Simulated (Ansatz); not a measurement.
Consider the substitution at a C–O bond: `OC([SiH3])O[SiH3]` + HCl → `OC([SiH3])Cl` + `O[SiH3]`.

Calculated with Ansatz (gas phase, PBE0-D4/def2-TZVP geometries, no zero-point term in ΔE). CCSD(T)/CBS adds triple-zeta CCSD(T) − MP2 to the extrapolated MP2 energy (def2 sets, frozen cores). This one scheme is used for every species. Functionals use def2-TZVPP. One conformer a species, not always the lowest.

`OC([SiH3])O[SiH3]`:

```xyz
13

O    -1.493    0.425    0.370
C    -0.452   -0.373   -0.136
Si   -0.445   -0.441   -2.045
O     0.812    0.095    0.275
Si    1.163    0.365    1.873
H    -1.455    1.289   -0.054
H    -0.637   -1.364    0.298
H     0.743   -1.174   -2.548
H    -0.422    0.968   -2.524
H    -1.688   -1.103   -2.520
H     2.642    0.403    1.952
H     0.620   -0.745    2.702
H     0.612    1.655    2.358
```

HCl:

Cartesian coordinates in Å:
```
Cl -0.367 0.259 -0.455
H 0.367 -0.259 0.455
```

`OC([SiH3])Cl`:

Cartesian coordinates in Å:
```
O -0.538 -1.052 -1.152
C -0.591 0.078 -0.365
Si 1.009 0.235 0.650
Cl -1.969 0.005 0.831
H -1.317 -1.092 -1.717
H -0.810 0.983 -0.941
H 1.137 -0.959 1.517
H 0.916 1.474 1.459
H 2.163 0.328 -0.282
```

`O[SiH3]`:

```xyz
6

O     1.147   -0.209   -0.531
Si   -0.374    0.129    0.005
H     1.750   -0.641    0.075
H    -1.105   -1.107    0.397
H    -1.066    0.786   -1.127
H    -0.352    1.040    1.182
```

Q: Is it downhill or uphill in electronic energy at CCSD(T)/CBS, and by how much? (Best estimate.)

A: Computed: Downhill: ΔE = -0.14 eV.

Q: What do these levels give: r2SCAN-D4, ωB97X-V, B2PLYP, PBE, HF/def2-TZVPP, SCS-MP2/def2-TZVPP, CCSD/def2-TZVPP, CCSD(T)/def2-TZVPP, MP2/def2-QZVPP, SCS-MP2/def2-QZVPP, HF/CBS(def2), MP2/CBS(def2)? (An estimate is asked.)

A: Computed: r2SCAN-D4 -0.13, ωB97X-V -0.09, B2PLYP -0.14, PBE -0.18, HF/def2-TZVPP -0.11, SCS-MP2/def2-TZVPP -0.12, CCSD/def2-TZVPP -0.07, CCSD(T)/def2-TZVPP -0.07, MP2/def2-QZVPP -0.18, SCS-MP2/def2-QZVPP -0.16, HF/CBS(def2) -0.11, MP2/CBS(def2) -0.20 eV.

Largest T1 diagnostic among the species: 0.013.

The D4 term adds +0.05 eV with B3LYP and +0.03 eV with PBE0; it sums over pairs of atoms, weighted by their polarisabilities, and B3LYP, whose exchange is more repulsive, gets the larger term.

B3LYP here is the variant with VWN-RPA as its local correlation; programs differ in this.
